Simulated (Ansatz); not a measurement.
A nudged elastic band was laid between two geometries of C2H7FO3Si (14 atoms, charge 0, multiplicity 1).

Level of theory: Ansatz, RKS B3LYP-D4/def2-SVP.

```yaml
movable_images: 5
climbing_image: yes
spring: 5.0 eV/Å²
optimiser: quadratic models (default)
start_path: IDPP
force_threshold: 0.05 eV/Å
iteration_limit: 60
end_points: relaxed
```

Initial state:

```xyz
14
Properties=species:S:1:pos:R:3
O 0.282 -1.932 1.039
C 1.287 -1.472 0.180
O 0.829 -0.495 -0.712
Si 0.257 1.016 -0.251
O 0.330 2.039 -1.548
C -1.517 0.763 0.360
F -2.124 1.980 0.656
H -0.358 -2.432 0.513
H 2.078 -1.068 0.838
H 1.712 -2.290 -0.431
H 1.130 1.602 0.796
H -0.290 1.905 -2.274
H -2.122 0.232 -0.401
H -1.508 0.124 1.262
```

Final state:

```xyz
14
Properties=species:S:1:pos:R:3
O 0.336 -1.869 0.646
C 1.271 -1.422 -0.280
O 1.041 -0.100 -0.712
Si 0.243 1.142 0.055
O 0.072 2.343 -1.072
C -1.445 0.522 0.687
F -1.935 -0.500 -0.153
H -0.538 -1.865 0.221
H 2.256 -1.484 0.214
H 1.290 -2.048 -1.193
H 0.977 1.743 1.198
H -0.025 2.066 -1.991
H -1.360 0.111 1.707
H -2.195 1.333 0.703
```

Question: Which bonds break or form, and what moves?

Answer: No bond is made or broken. The dihedral O3–Si4–C6–H14 goes from 64 to -150°.

Question: Give the energies along the band, and the barrier.

Answer: The forces met the threshold. The highest image is number 1 of 0 to 6, 0.1 kcal/mol above the first end and 3.1 kcal/mol above the last; the last end lies 3.0 kcal/mol below the first. The top lies less than 8 meV above the higher end, about what the thresholds resolve: that end is a shoulder or a very shallow well. A vibrational analysis at the climbing image gives one clearly imaginary mode, 100i cm⁻¹: a first-order saddle point.

| image | path coordinate (Å) | energy (kcal/mol) | dihedral O3–Si4–C6–H14 (°) |
| --- | --- | --- | --- |
| 0 | 0.00 | 0.0 | 64 |
| 1 | 0.57 | 0.1 | 75 |
| 2 | 1.68 | -0.1 | 108 |
| 3 | 2.78 | -0.4 | 143 |
| 4 | 3.88 | -0.8 | 171 |
| 5 | 4.99 | -1.8 | -168 |
| 6 | 6.09 | -3.0 | -150 |

Question: What is the geometry of the highest image?

Answer: 
```xyz
14
Properties=species:S:1:pos:R:3
O 0.296 -1.953 0.937
C 1.308 -1.502 0.078
O 0.871 -0.475 -0.768
Si 0.289 0.991 -0.194
O 0.341 2.103 -1.417
C -1.504 0.724 0.363
F -2.161 1.948 0.492
H -0.364 -2.421 0.406
H 2.124 -1.154 0.737
H 1.689 -2.312 -0.569
H 1.168 1.462 0.906
H -0.484 2.277 -1.885
H -2.044 0.106 -0.380
H -1.543 0.178 1.323
```

Run time: 3.2 min on 2 threads of Arm Neoverse V2, on a shared host, peak memory 0.39 GiB.
